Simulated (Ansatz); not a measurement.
Consider the ligand exchange at the Si–N bond: `C#CN(C)[SiH2]F` + `CN[SiH2]O` → `CN([SiH2]O)[SiH2]F` + `C#CNC`.

Calculated with Ansatz (gas phase, PBE0-D4/def2-TZVP geometries, no zero-point term in ΔE). CCSD(T)/CBS adds triple-zeta CCSD(T) − MP2 to the extrapolated MP2 energy (def2 sets, frozen cores). DFT in def2-TZVPP. One conformer a species, not always the lowest.

**Question.** Is it downhill or uphill in electronic energy at CCSD(T)/CBS, and by how much? (An estimate is asked.)

**Answer.** Computed: Downhill: ΔE = -8.3 kJ/mol.

**Question.** What do these levels give: r2SCAN-D4, PBE0-D4, r2SCAN, CCSD/def2-TZVPP, SCS-MP2/def2-QZVPP, CCSD/CBS(def2)? (Best estimate.)

**Answer.** The calculation gave: r2SCAN-D4 -9.7, PBE0-D4 -9.6, r2SCAN -9.2, CCSD/def2-TZVPP -7.7, SCS-MP2/def2-QZVPP -6.4, CCSD/CBS(def2) -7.9 kJ/mol.

Largest T1 diagnostic among the species: 0.012.
